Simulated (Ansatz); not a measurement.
```yaml
crystal:
  periodic: [false, false, false]
  atoms:
    - {symbol: Cr, position_ang: [0.452369, 0.455505, 0.447788]}
    - {symbol: F, position_ang: [0.317645, 0.321906, 2.305591]}
    - {symbol: F, position_ang: [2.309083, 0.316126, 0.297312]}
    - {symbol: F, position_ang: [0.304683, 2.310904, 0.296287]}
    - {symbol: N, position_ang: [0.478794, 0.480885, -1.655587]}
    - {symbol: N, position_ang: [-1.650245, 0.487816, 0.491923]}
    - {symbol: N, position_ang: [0.496830, -1.647073, 0.497204]}
    - {symbol: H, position_ang: [1.455099, 0.295621, -1.887363]}
    - {symbol: H, position_ang: [0.255621, 1.447049, -1.895911]}
    - {symbol: H, position_ang: [-0.129885, -0.156363, -2.172310]}
    - {symbol: H, position_ang: [-1.882887, 1.460192, 0.288065]}
    - {symbol: H, position_ang: [-1.879356, 0.286415, 1.465575]}
    - {symbol: H, position_ang: [-2.174687, -0.133868, -0.126067]}
    - {symbol: H, position_ang: [1.474068, -1.870538, 0.306655]}
    - {symbol: H, position_ang: [-0.111815, -2.178479, -0.127709]}
    - {symbol: H, position_ang: [0.284703, -1.876087, 1.468578]}
basis:
  gaussian: {orbitals: cc-pVDZ}
total_charge: -1
magnetization: {spin_polarized: true, initial_magnetization: 2}
hamiltonian: {xc: {name: CCSD(T)}}
scf: {omitted_lower_state_checks: [starts]}
output: {forces: true}
```

```sh
$ ansatz run in.yaml --threads 4 --pin off --events-out ev --progress --plain --max-ram 4787MiB
```

(1) Predict how Ansatz answers.

Answers

(1) The input was rejected before any iteration. The method's name isn't one that the program takes here.
```
Error: YAML parse error: error: line 24 column 19: hamiltonian.xc: no functional is named "CCSD(T)"; the names, which are not case-sensitive, are SVWN5, SPW92, PBE, PBE0, PBEsol, revPBE, revPBE0, RPBE, rPW86-PBE, HSE06, wPBEh, LC-wPBE, HISS, HF, BLYP, B3LYP, B3LYP5, BHLYP, CAM-B3LYP, r2SCAN, r2SCANh, r2SCAN0, r2SCAN50, m-r2SCAN, B97, wB97, wB97X, wB97X-V, B97M-V, wB97M-V, B2PLYP, B2GP-PLYP, PBE0-DH, PBE-QIDH
22 | total_charge: -1
23 | magnetization: {spin_polarized: true, initial_magnetization: 2}
24 | hamiltonian: {xc: {name: CCSD(T)}}
25 | scf: {omitted_lower_state_checks: [starts]}
26 | output: {forces: true}
```
